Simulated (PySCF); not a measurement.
borazine (B3H6N3), SMILES B1NBNBN1. Geometry optimised at B3LYP-D3(BJ)/def2-SVP.

Computed equilibrium geometry at B3LYP-D3(BJ)/def2-SVP (PySCF confirms it by a frequency run) as a Z-matrix, and its point group:
point group D3h.
```
N
H 1 1.0130
B 1 1.4294 2 118.63
B 1 1.4294 2 118.63 3 180.00
N 4 1.4294 1 117.26 2 180.00
H 5 1.0130 4 118.63 1 180.00
B 5 1.4294 6 118.63 4 180.00
N 7 1.4294 5 117.26 6 180.00
H 8 1.0130 7 118.63 5 180.00
H 7 1.2072 5 121.37 6 0.00
H 3 1.2072 1 121.37 2 0.00
H 4 1.2072 1 121.37 2 0.00
```
